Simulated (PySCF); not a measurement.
SMILES B[SiH2][SiH2][Si](Cl)(Cl)Cl at its GFN2-xTB optimised geometry (Å):

```
13

B      1.7886    -1.1695     0.0000
Si    -0.1548    -1.1695     0.0000
Si    -0.9414     1.0486     0.0000
Si    -0.3039     2.2189     1.9030
Cl    -0.8870     1.2530     3.6000
Cl    -0.9465     4.1322     2.0933
Cl     1.7392     2.2976     1.9837
H      2.3996    -1.1705     0.9971
H      2.4014    -1.1306    -0.9959
H     -0.8100    -1.8215    -1.1506
H     -0.8082    -1.8212     1.1519
H     -0.4388     1.8215    -1.1482
H     -2.4014     1.1683    -0.1185
```

Computed with PBE/def2-TZVP in PySCF 2.14.0.

Map of the deformation density (molecule minus spherical neutral atoms) (e/bohr³) on the plane z = 1.0 Å:

```
|1111111111111111111111111|
|1111111111111000111111111|
|1111111111110000111111111|
|1111110000100000111111111|
|1111100000000001111111111|
|1111000000000001111001111|
|1111000001220001111001111|
|1110000012442001111101111|
|1110000012442000111111111|
|1110000001221000011111111|
|1110000000111000000011111|
|1110000000010000000001111|
|1111000000110000000000111|
|1111000000000000001000011|
|1111100001100000123100011|
|1111100001220001149400011|
|1111100013641001124200011|
|1111110013841000011000011|
|1111110001221000000000111|
|1111111000000000000000111|
|1111111000000000000001111|
|1111111110000000001111111|
|1111111111111111111111111|
|1111111111111111111111111|
|1111111111111111111111111|
```
Scale: ten equal steps from -0.010 (start of '0') to 0.088 (end of '9'), in the order '0123456789'; x runs from -4.50 to 4.50, y from -4.50 (bottom) to 4.50 (top).
